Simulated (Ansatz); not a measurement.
Geometry optimisation, Ansatz 0.2.0, RKS PBE/def2-SVP.

input.yaml

```yaml
crystal:
  periodic: [false, false, false]
  atoms:
    - { symbol: Ge, position_ang: [0.203025, -0.063617, -0.052442] }
    - { symbol: Cl, position_ang: [0.258421, 0.006847, 2.159516] }
    - { symbol: Cl, position_ang: [2.30805, -0.131316, -0.635811] }
    - { symbol: Cl, position_ang: [-0.529106, 1.877485, -0.715618] }
    - { symbol: Ge, position_ang: [-0.9462, -2.0232, -0.982978] }
    - { symbol: H, position_ang: [-1.523842, -2.856645, 0.182938] }
    - { symbol: H, position_ang: [-2.041666, -1.53357, -1.953971] }
    - { symbol: H, position_ang: [0.147626, -2.827487, -1.736274] }
    - { symbol: S, position_ang: [-3.14398, 0.121166, 0.788843] }
    - { symbol: H, position_ang: [-3.708079, -0.993469, 1.339805] }
    - { symbol: H, position_ang: [-2.28125, 0.261406, 1.863892] }
basis:
  gaussian: { orbitals: def2-SVP }
hamiltonian:
  xc: pbe
relax:
  f_tol: 0.03
  max_steps: 50
```

Run as:

```bash
$ ansatz run input.yaml --threads 4 --pin off --max-ram 5120MiB --backend cpu --events-out ev --progress --plain --runs-dir out
```

Problem. Where does it end, and by what steps?

Solution. The run converged. The force dipped under the threshold on the way, but the program's further checks kept it going. After 6 steps the energy has fallen by 0.039 eV; S9 moved furthest, 0.24 Å.

| step | energy less start (eV) | largest force component (eV/Å) | accepted |
| --- | --- | --- | --- |
| 0 | 0.0000 | 0.444 | yes |
| 1 | -0.0305 | 0.264 | yes |
| 2 | -0.0336 | 0.177 | yes |
| 3 | -0.0368 | 0.033 | yes |
| 4 | -0.0375 | 0.025 | yes |
| 5 | -0.0385 | 0.039 | yes |
| 6 | -0.0387 | 0.021 | yes |

```xyz
11
Properties=species:S:1:pos:R:3
Ge 0.305 -0.082 -0.084
Cl 0.296 -0.054 2.112
Cl 2.406 -0.121 -0.660
Cl -0.474 1.849 -0.719
Ge -0.905 -2.011 -1.010
H -1.517 -2.807 0.164
H -1.972 -1.496 -1.998
H 0.169 -2.859 -1.740
S -3.375 0.090 0.863
H -3.790 -1.013 1.548
H -2.398 0.342 1.782
```

Whether the end is a true minimum wasn't checked by a vibrational analysis.

Run time: 19 s on 4 threads of Arm Neoverse V2 (shared host), peak memory 0.29 GiB.
